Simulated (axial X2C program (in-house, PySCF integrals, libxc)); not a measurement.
# Worked dissociation energy of LiBe: PBE0, spin-free

Calculated with an in-house all-electron X2C program for linear molecules (integrals from PySCF). Spin-free means the one-electron spin-free X2C Hamiltonian. Basis: Be dyall-cv3z [8s8p3d1f], Li dyall-cv3z [7s8p2d] (cores contracted in-house); Gaussian nuclei, density fitting, unrestricted open shells. Masses: Be 9.012 u, Li 7.016 u.

Molecular state: M_S = 1/2, Λ = 0 (beyond evenly filled blocks: σα).

```
E(Be) (2M_S = 0, M_L = 0) : -14.639214 hartree
E(Li) (2M_S = 1, M_L = 0) : -7.467898 hartree
E(LiBe) at Re             : -22.125976 hartree
ωe                        : 345.5 cm⁻¹
ωexe                      : 6.1 cm⁻¹
```

(1) Work out De and D0.

One determinant describes the state; a PBE0 search over occupations chose it and may have missed a lower one. De is counted from the lowest determinant-based energies of the atoms at the same level, without counterpoise correction.

The bond is weak, and without diffuse functions and with truncated virtuals even CCSD(T) can be tens of per cent off in De.

Each atomic determinant is the lowest at this level and need not be a pure term. Totals compare only within one Hamiltonian and basis.

## Answers

(1) De = -14.639214 + (-7.467898) − (-22.125976) = 0.01886 hartree = 0.513 eV. The zero-point energy is ωe/2 − ωexe/4 = 171 cm⁻¹ = 0.021 eV, so D0 = 0.492 eV.
